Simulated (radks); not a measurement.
The numbers below are computed, except where a source is named.
Question: The phosphorus ion P8+ is in [He] 2s2 2p(1/2: 2, 3/2: 1). Code: a radial shooting solver on a logarithmic mesh with Libxc functionals. Model: Dirac Kohn-Sham, BLYP, spin-unpolarised, spherical densities, finite nucleus; Fermi nuclear charge, rms radius of each element as measured or else 0.836 A^(1/3) + 0.57 fm. Sub-shells are occupied by j as written (lower j first in brackets). One electron is removed from 2p1/2, 1s1/2, 2p3/2, 2s1/2 in turn, with full relaxation. Which removal costs least, and what does each cost?

Answer: 2p3/2 367.41 eV; 2p1/2 368.69 eV; 2s1/2 407.05 eV; 1s1/2 2449.9 eV. The 2p3/2 electron leaves first.
